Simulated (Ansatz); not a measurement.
Stretching the Sn1–H2 bond in CH4OSn (SMILES C[O][SnH]) (multiplicity 1 held, fragments rigid). Energies count from the point at 1.803 Å.
Geometry at that point (charge 0, multiplicity 1):
```xyz
7

Sn    -0.2559    -0.3540     0.4797
H     -1.2954    -0.7768    -0.9320
O      0.8827     0.8922    -0.5659
C      0.7858     1.2266    -1.9346
H      0.6295     2.3050    -2.0404
H      1.7204     0.9698    -2.4438
H     -0.0383     0.7038    -2.4332
```

R- and RO- levels are restricted; in cc, def2 and unpolarised 6-31G sets they are followed outwards from rest. Unrestricted levels (U-) break spin symmetry where that is lower. Active spaces are followed from a long bond inwards. Levels need not reach the same state.

Cores are frozen in the correlated methods. Filled d and f shells under p-block atoms count as core.

Run with Ansatz (a program for electronic structure). Values without a source in brackets are computed. In def2 rows elements past Kr take small-core potentials, without spin–orbit coupling.

```csv
level,energy at R = 5.771 Å (kJ/mol)
U-B3LYP/def2-TZVPP,278.4
R-wB97X-V/def2-TZVPP,517.9
U-wB97X-V/def2-TZVPP,283.8
R-SCS-MP2/def2-TZVPP,[?]
U-CCSD(T)/def2-TZVPP,276.8
"SC-NEVPT2 on CASSCF(2,2)/def2-TZVPP",[?]
"FIC-NEVPT4(SD) on CASSCF(2,2)/def2-TZVPP",272.8
"FIC-MRCISD on CASSCF(2,2)/def2-TZVPP",271.4
"FIC-MRCISD+Q on CASSCF(2,2)/def2-TZVPP",277.1
```

Problem. Fill in the missing entries.

Solution. 
- R-SCS-MP2/def2-TZVPP, energy at R = 5.771 Å (kJ/mol): 372.3
- SC-NEVPT2 on CASSCF(2,2)/def2-TZVPP, energy at R = 5.771 Å (kJ/mol): 259.9

Doubts at one or more of the structures used: a spin-contaminated determinant (U-B3LYP/def2-TZVPP, U-wB97X-V/def2-TZVPP, U-CCSD(T)/def2-TZVPP); a restricted determinant that unrestricted orbitals would lower (R-wB97X-V/def2-TZVPP, R-SCS-MP2/def2-TZVPP).
